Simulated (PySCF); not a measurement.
Job file and geometry (Å, from GFN2-xTB) of an NMR shielding run on `CC[P@@]1(=O)C=C(C)CC1`, C₇H₁₃OP, GIAO PBE0/pcSseg-1 NMR shielding, non-relativistic, gas phase in PySCF; density fitting, a coarse starting grid and PySCF grid level 2 are the driver's defaults:

```
$ OMP_NUM_THREADS=1 python probes_run.py task.json out

{"job": {"kind": "nmr", "xc": "PBE0", "basis": "pcSseg-1"}, "charge": 0, "multiplicity": 1}
C      2.922361     0.447643    -0.728961
C      2.038882    -0.400788     0.171840
P      0.687896     0.660472     0.845328
O      1.179922     1.836638     1.572954
C     -0.499497     0.916805    -0.495613
C     -1.517085     0.064100    -0.421877
C     -2.674691     0.004215    -1.359711
C     -1.467050    -0.946328     0.697893
C     -0.468109    -0.461157     1.746759
H      3.259754     1.326013    -0.181802
H      2.363163     0.784496    -1.600328
H      3.792546    -0.111593    -1.068435
H      1.617144    -1.250180    -0.365970
H      2.607333    -0.769896     1.029638
H     -0.398158     1.693045    -1.235548
H     -3.602778     0.190805    -0.819780
H     -2.745690    -0.988971    -1.802615
H     -2.576603     0.739499    -2.153699
H     -1.150678    -1.908481     0.283915
H     -2.461545    -1.092228     1.126064
H     -0.959365     0.160710     2.499186
H      0.041839    -1.276217     2.259914
```

Task: Write the output of this run.

Result: 
```
coarse grid: 18376 points
cycle   1  E = -690.3143673326  dE =  1.367e+00  |g| = 9.569e-01  |ddm| = 4.289e+00
cycle   2  E = -689.7622765821  dE =  5.521e-01  |g| = 1.886e+00  |ddm| = 3.661e+00
cycle   3  E = -690.4844097245  dE = -7.221e-01  |g| = 2.772e-01  |ddm| = 2.993e+00
cycle   4  E = -690.5020564905  dE = -1.765e-02  |g| = 7.279e-02  |ddm| = 3.538e-01
cycle   5  E = -690.5033029008  dE = -1.246e-03  |g| = 1.456e-02  |ddm| = 7.318e-02
cycle   6  E = -690.5033405148  dE = -3.761e-05  |g| = 8.191e-03  |ddm| = 2.142e-02
cycle   7  E = -690.5033567786  dE = -1.626e-05  |g| = 1.757e-03  |ddm| = 8.068e-03
cycle   8  E = -690.5033574951  dE = -7.165e-07  |g| = 3.892e-04  |ddm| = 1.886e-03
final grid: 171432 points
cycle   9  E = -690.5697607899  dE = -3.865e-05  |g| = 1.218e-02  |ddm| = 3.739e-02
cycle  10  E = -690.5697132439  dE =  4.755e-05  |g| = 1.958e-02  |ddm| = 2.988e-02
cycle  11  E = -690.5697930610  dE = -7.982e-05  |g| = 3.172e-03  |ddm| = 2.132e-02
cycle  12  E = -690.5697950092  dE = -1.948e-06  |g| = 1.628e-04  |ddm| = 2.917e-03
cycle  13  E = -690.5697950126  dE = -3.356e-09  |g| = 1.263e-04  |ddm| = 3.411e-04
cycle  14  E = -690.5697950162  dE = -3.633e-09  |g| = 3.886e-05  |ddm| = 1.400e-04
cycle  15  E = -690.5697950166  dE = -3.515e-10  |g| = 1.032e-05  |ddm| = 4.333e-05
converged SCF energy = -690.5697950166

GIAO shielding tensors (ppm)
atom      isotropic    diamagn.    paramagn.     s11        s22        s33       span
  0 C      178.994     246.867     -67.873    171.520    177.942    187.519     15.999
  1 C      157.322     257.470    -100.148    145.444    153.806    172.715     27.272
  2 P      275.789     964.857    -689.068    163.014    239.487    424.866    261.852
  3 O      228.238     392.639    -164.401    121.455    263.665    299.594    178.139
  4 C       56.621     264.134    -207.512    -43.106     71.455    141.515    184.621
  5 C       21.452     264.191    -242.740    -98.638     11.226    151.767    250.406
  6 C      162.710     245.070     -82.360    147.981    152.375    187.775     39.794
  7 C      151.598     250.366     -98.767    134.364    146.141    174.290     39.926
  8 C      153.484     258.467    -104.983    130.675    154.786    174.990     44.315
  9 H       29.787      28.586       1.201     24.790     29.102     35.470     10.680
 10 H       30.810      30.868      -0.058     25.508     30.278     36.643     11.135
 11 H       30.468      27.333       3.135     25.407     27.608     38.389     12.982
 12 H       30.496      34.789      -4.294     26.284     30.733     34.470      8.186
 13 H       30.035      31.643      -1.608     25.327     29.574     35.204      9.877
 14 H       25.525      35.485      -9.960     23.731     24.678     28.165      4.434
 15 H       29.777      27.685       2.092     25.944     27.844     35.543      9.599
 16 H       29.964      28.528       1.436     26.086     28.197     35.608      9.521
 17 H       29.541      29.212       0.329     24.932     28.648     35.042     10.110
 18 H       29.628      32.583      -2.955     25.875     28.513     34.496      8.622
 19 H       29.406      31.642      -2.236     24.221     28.798     35.199     10.978
 20 H       29.744      32.172      -2.429     25.369     28.261     35.601     10.231
 21 H       29.909      32.644      -2.735     26.612     28.285     34.831      8.220
```

Task: Turn these shieldings into chemical shifts. Chemical shifts δ = σref − σ; TMS for 13C (σref 186.93), 1H (σref 31.72); 31P (σref 318.38) against H3PO4; H2O for 17O (σref 336.08), all at this level.

Result: Averaging equivalent atoms: C 5: 165.5; C 4: 130.3; C 7: 35.3; C 8: 33.4; C 1: 29.6; C 6: 24.2; C 0: 7.9; P 2: 42.6; O 3: 107.8; H 14: 6.19; H 19: 2.31; H 18: 2.09; H 20: 1.97; H 15/16/17: 1.96; H 21: 1.81; H 13: 1.68; H 9/10/11: 1.36; H 12: 1.22 ppm. Experimental scales use liquid or dissolved standards, which lie at an offset from isolated H2O (liquid H2O: subtract about 36 ppm) and H3PO4.

Size and cost of the density-fitted run: 225 basis functions, 58 s wall time on 1 thread of an Arm Neoverse V1, shared host; peak memory 1.1 GiB.
